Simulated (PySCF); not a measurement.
**MgHg and its ions**

PBE; Mg def2-SVP, Hg def2-SVP with ECP60; scalar-relativistic core potentials (PySCF 2.14). Neutral (UKS): singlet (closed shell), Re = 3.491 Å, ωe = 59.0 cm⁻¹, De = 0.07 eV, HOMO -4.58 eV, LUMO -1.61 eV.

MgHg⁺ (UKS): doublet (σ ↑), Re = 2.896 Å, ωe = 160 cm⁻¹, De = 0.75 eV to Mg⁺ + Hg. The energies at the minima are -353.42603 hartree for MgHg and -353.17014 for MgHg⁺.

Problem. Work out the adiabatic ionisation energy, without and with harmonic zero-point energies (1 hartree = 27.2114 eV, 1 eV = 8065.5 cm⁻¹), and the change of the bond length.

Solution. At PBE: 0.25589 hartree = 6.963 eV between the minima; the zero-point term (160.0 − 59.0)/2 cm⁻¹ = +0.006 eV makes it 6.969 eV. Re changes by -59.5 pm against the neutral. Minus the HOMO energy is 4.58 eV, -2.38 eV from the value between the minima; self-interaction puts the Kohn–Sham level too high, less so with exact exchange. The electron leaves a σ orbital, and the shorter bond of the ion fits an antibonding orbital, or a change in how ionic the bond is.

Closed-shell solutions of metal pairs were not tested for spin polarisation, which can lower them a little. Weak bonds: MgHg. Basis-set superposition, not corrected here, can be much of De in a small basis, most of all at correlated wavefunction levels. Spin–orbit coupling is left out. For an ion De counts to the pair picked by the measured ionisation energies or electron affinities, which need not be the lowest pair at this level. States were picked by a PBE0 search and need not be the measured ground states.
